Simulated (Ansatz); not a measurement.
CH$_{6}$Cl$_{2}$GeOSi (`CO[Si](Cl)(Cl)[GeH3]`), relaxed with RKS PBE-D4/def2-SVP in Ansatz from a rough embedded geometry. The force threshold is 0.03 eV/Å; the program also tests the step.

Charge 0, multiplicity 1.

Start:

```xyz
12

C     0.045   -1.134   -1.548
O    -0.838   -0.011   -1.386
Si   -0.178    1.114   -0.223
Cl    1.617    1.826   -0.753
Cl   -1.519    2.700   -0.008
Ge   -0.005    0.092    1.867
H     0.183   -1.667   -0.615
H     1.014   -0.715   -1.930
H    -0.405   -1.759   -2.344
H     0.435    1.126    2.893
H     1.046   -1.054    1.762
H    -1.395   -0.518    2.287
```

```csv
step,energy (eV),largest force (eV/Å),largest move (Å)
1,-92580.1166,2.373,0.000
2,-92580.3547,1.411,0.200
3,-92580.4036,1.073,0.070
4,-92580.4476,0.210,0.085
5,-92580.4486,0.272,0.053
6,-92580.4560,0.052,0.045
7,-92580.4575,0.023,0.038
8,-92580.4587,0.173,0.112
9,-92580.4594,0.033,0.016
10,-92580.4597,0.009,0.024
11,-92580.4598,0.025,0.031
```

End:

```xyz
12

C     0.053   -1.138   -1.768
O    -0.718   -0.057   -1.260
Si   -0.213    1.049   -0.126
Cl    1.638    1.824   -0.707
Cl   -1.630    2.555   -0.158
Ge   -0.008    0.167    2.079
H     0.210   -1.929   -1.001
H     1.048   -0.797   -2.129
H    -0.499   -1.582   -2.620
H     0.509    1.266    3.038
H     0.996   -1.016    2.078
H    -1.386   -0.343    2.573
```

Hardware: 4 threads of an Arm Neoverse V1 on a shared host. Wall time 28 s, peak host memory 0.23 GiB.
